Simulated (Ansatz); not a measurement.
The cluster TaO₂⁻, relaxed as a singlet with RKS PBE-D4/def2-TZVPD in Ansatz, starting from the GFN1-xTB geometry. Force threshold 0.02 eV/Å.

In the def2 sets Ta takes a core potential; there is no spin–orbit coupling. The highest occupied level of the charge -1 singlet lies above zero (up to 0.28 eV). By energy differences its removal costs 2.04 eV (vertical, to the charge 0 doublet, at PBE-D4/def2-TZVPD), and other spins of that charge weren't run; a positive level beside a positive removal energy at the same level points to self-interaction error. The relaxation made no stability test and no search for a lower SCF solution. The structure comes from a short search, and lower isomers may exist.

Start:

Cartesian coordinates in Å:
```
Ta 0.001 0.001 0.002
O -0.459 -1.494 0.772
O 0.459 1.494 -0.773
```

```json
{"step": "1", "energy (eV)": "-5644.9408", "largest force component (eV/Å)": "5.113", "SCF passes": "19"}
{"step": "2", "energy (eV)": "-5645.5080", "largest force component (eV/Å)": "0.243", "SCF passes": "26"}
{"step": "3", "energy (eV)": "-5645.5121", "largest force component (eV/Å)": "0.221", "SCF passes": "23"}
{"step": "4", "energy (eV)": "-5645.9011", "largest force component (eV/Å)": "3.318", "SCF passes": "31"}
{"step": "5", "energy (eV)": "-5646.8239", "largest force component (eV/Å)": "2.116", "SCF passes": "32"}
{"step": "6", "energy (eV)": "-5647.3767", "largest force component (eV/Å)": "2.371", "SCF passes": "33"}
{"step": "7", "energy (eV)": "-5647.5241", "largest force component (eV/Å)": "2.358", "SCF passes": "28"}
{"step": "8", "energy (eV)": "-5647.7364", "largest force component (eV/Å)": "1.587", "SCF passes": "27"}
{"step": "9", "energy (eV)": "-5647.7717", "largest force component (eV/Å)": "0.025", "SCF passes": "23"}
{"step": "10", "energy (eV)": "-5647.7718", "largest force component (eV/Å)": "0.002", "SCF passes": "24"}
```

Force components are those of the run's own axes.

End:

```xyz
3

Ta    0.2713    0.2276    0.6015
O    -0.5089   -1.3288    0.3274
O     0.2375    1.1012   -0.9289
```

By distances, no bond broke or formed. The bond that changes most is Ta1–O2, from 1.74 to 1.76 Å (atoms count from 1).

No frequencies were taken in this run, so the end may be a saddle point.

Hardware: 4 threads of Arm Neoverse V1 on a shared host. Wall time 7.5 s.
